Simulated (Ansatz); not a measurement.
Reaction (cleavage of the Sb–Si bond): `[OH][SbH][SiH3]` + `C=N` → `C=[N][SbH][OH]` + SiH₄

Gas-phase electronic energies from Ansatz, PBE0-D4/def2-TZVP geometries. CBS: MP2 limit from def2 TZ/QZ plus the TZ coupled-cluster correction, frozen cores. This one scheme is used for every species. DFT in def2-TZVPP. Elements past krypton have def2 core potentials. For Sb outer-core shells are correlated without core-valence functions, which leaves a few kJ/mol of doubt a bond. Each species was taken in one conformer, which may not be the lowest.

CCSD(T)/CBS gives +17.3 kJ/mol.

Another level gave +13.7 kJ/mol. Which?
A. r2SCAN0/def2-TZVPP
B. CCSD(T)/def2-TZVPP
C. BLYP-D4/def2-TZVPP
D. PBE0/def2-TZVPP

B. CCSD(T)/def2-TZVPP 13.7, r2SCAN0 22.5, PBE0 26.8, BLYP-D4 8.7 kJ/mol.

Largest T1 diagnostic among the species: 0.015.

In def2-TZVPP, CCSD(T) changes the Hartree–Fock value by −4.7 kJ/mol (the triples alone add −2.7 kJ/mol) and MP2 by −9.6 kJ/mol. From r2SCAN to r2SCAN0 (25 % exact exchange), in def2-TZVPP and without D4, ΔE moves by +5.8 kJ/mol. Leaving LDA and LC-ωPBE aside and taking each functional with its dispersion term where it has one, the values, not all of them listed here, spread over 17.7 kJ/mol, from BLYP-D4 to HSE06-D4. LDA lies −3.0 kJ/mol from PBE without D4.
